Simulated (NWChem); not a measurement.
System: C2H6OSi2; SMILES O=C1C[SiH2][SiH2]1

Excerpt of the output:

```
             Northwest Computational Chemistry Package (NWChem) 7.3.0
             --------------------------------------------------------

                             Geometry "geometry" -> ""
                             -------------------------

 Output coordinates in angstroms (scale by  1.889725989 to convert to a.u.)

  No.       Tag          Charge          X              Y              Z
 ---- ---------------- ---------- -------------- -------------- --------------
    1 O                    8.0000     0.50610200    -2.20381000     0.52570700
    2 C                    6.0000     0.29879200    -1.11717000     0.06179300
    3 C                    6.0000     1.35900600    -0.09425200    -0.34681700
    4 Si                  14.0000     0.40886000     1.49660700     0.16854300
    5 Si                  14.0000    -1.35367900    -0.03212600    -0.07534600
    6 H                    1.0000     2.36607400    -0.32653400     0.03288400
    7 H                    1.0000     1.39610500    -0.07661000    -1.45362600
    8 H                    1.0000     0.57861700     2.65034800    -0.76099100
    9 H                    1.0000     0.69155000     1.90641700     1.57554600
   10 H                    1.0000    -1.92011800    -0.06915400    -1.46000700
   11 H                    1.0000    -2.42850400    -0.26740700     0.93182000

 Effective nuclear repulsion energy (a.u.)     268.2441271572

                                 NWChem DFT Module
                                 -----------------

 Summary of "ao basis" -> "ao basis" (spherical)
 ------------------------------------------------------------------------------
       Tag                 Description            Shells   Functions and Types
 ---------------- ------------------------------  ------  ---------------------
 O                          def2-svp                 6       14   3s2p1d
 C                          def2-svp                 6       14   3s2p1d
 Si                         def2-svp                 8       18   4s3p1d
 H                          def2-svp                 3        5   2s1p

 in cosmo_initialize ...
 calling solv_data for solv:ethanol

 solvent parameters
 solvname_short: ethanol
 solvname_long:  ethanol
 dielec:       24.8520
 dielecinf:     1.8526
 nonaqueous SMD model solvent descriptors
 dielec:       24.8520
 sola:          0.3700
 solb:          0.4800
 solc:          0.0000
 solg:         31.6200
 solh:          0.0000
 soln:          1.3611

[...]

                                COSMO-SMD solvation results
                                ---------------------------

             internal energy in gas <Psi(g)|H|Psi(g)> =      -733.647139254938
         internal energy in solvent <Psi(s)|H|Psi(s)> =      -733.645157295352
                               delta internal energy  =         0.001981959586 (    1.24 kcal/mol)
   total free energy in solvent <Psi(s)|H+V/2|Psi(s)> =      -733.655402422922
 polarization energy contribution <Psi(s)|V/2|Psi(s)> =        -0.010245127570 (   -6.43 kcal/mol)
    total free energy in solvent including G(SMD-CDS) =      -733.653511724185
                       G(SMD-CDS) energy contribution =         0.001890698737 (    1.19 kcal/mol)
     1 M fixed-concentration free energy of solvation =        -0.006372469247 (   -4.00 kcal/mol)

                       DFT Final Molecular Orbital Analysis
                       ------------------------------------

 Vector   25  Occ=2.000000D+00  E=-3.854227D-01
              MO Center=  6.9D-01,  4.1D-01,  1.5D-01, r^2= 3.7D+00
   Bfn.  Coefficient  Atom+Function         Bfn.  Coefficient  Atom+Function
  ----- ------------  ---------------      ----- ------------  ---------------
    33      0.298984   3 C  py               51     -0.244174   4 Si py
     6     -0.225369   1 O  pz               94     -0.207366   9 H  s
    36      0.174858   3 C  py               54     -0.169252   4 Si py
     9     -0.163573   1 O  pz               34      0.151550   3 C  pz
    17     -0.147699   2 C  s                48      0.133456   4 Si py

 Vector   26  Occ=2.000000D+00  E=-3.374107D-01
              MO Center= -3.3D-01,  3.6D-01,  1.9D-02, r^2= 3.7D+00
   Bfn.  Coefficient  Atom+Function         Bfn.  Coefficient  Atom+Function
  ----- ------------  ---------------      ----- ------------  ---------------
    50      0.252515   4 Si px               68     -0.235817   5 Si px
    53      0.213683   4 Si px               32     -0.199408   3 C  px
    71     -0.192705   5 Si px               31      0.177528   3 C  s
    63     -0.176736   5 Si s                69     -0.145900   5 Si py
    99      0.144572  10 H  s                 4     -0.143141   1 O  px

 Vector   27  Occ=2.000000D+00  E=-2.957717D-01
              MO Center=  9.1D-02, -8.3D-01,  1.4D-01, r^2= 3.5D+00
   Bfn.  Coefficient  Atom+Function         Bfn.  Coefficient  Atom+Function
  ----- ------------  ---------------      ----- ------------  ---------------
     4      0.424960   1 O  px                7      0.348243   1 O  px
    17      0.251870   2 C  s                18     -0.251284   2 C  px
    31     -0.243575   3 C  s                69     -0.229293   5 Si py
    33      0.202641   3 C  py               72     -0.197366   5 Si py
    53      0.156601   4 Si px               36      0.148023   3 C  py

 Vector   28  Occ=0.000000D+00  E=-1.165041D-02
              MO Center=  3.0D-02, -6.2D-01,  2.2D-02, r^2= 3.9D+00
   Bfn.  Coefficient  Atom+Function         Bfn.  Coefficient  Atom+Function
  ----- ------------  ---------------      ----- ------------  ---------------
   100      0.460273  10 H  s                73      0.448821   5 Si pz
    90      0.358110   8 H  s                23      0.349945   2 C  pz
    20      0.342697   2 C  pz                9     -0.319066   1 O  pz
    64     -0.303452   5 Si s                 6     -0.293738   1 O  pz
   105     -0.291299  11 H  s                31     -0.272139   3 C  s

[...]
```

Level: M05-2X/def2-SVP, SMD on the gas-phase geometry. The geometry was optimised at PBE0/def2-SVP. Solvent: ethanol.

Q: Reconstruct the input file.

A: One answer among several that fit: the input that was run:
```
start job
memory heap 200 mb stack 900 mb global 1100 mb
geometry units angstroms noautosym nocenter noautoz
  O      0.506102    -2.203810     0.525707
  C      0.298792    -1.117170     0.061793
  C      1.359006    -0.094252    -0.346817
  Si     0.408860     1.496607     0.168543
  Si    -1.353679    -0.032126    -0.075346
  H      2.366074    -0.326534     0.032884
  H      1.396105    -0.076610    -1.453626
  H      0.578617     2.650348    -0.760991
  H      0.691550     1.906417     1.575546
  H     -1.920118    -0.069154    -1.460007
  H     -2.428504    -0.267407     0.931820
end
basis spherical
  * library def2-svp
end
dft
  xc m05-2x
  iterations 150
end
cosmo
  do_cosmo_smd true
  solvent ethanol
end
task dft energy
```
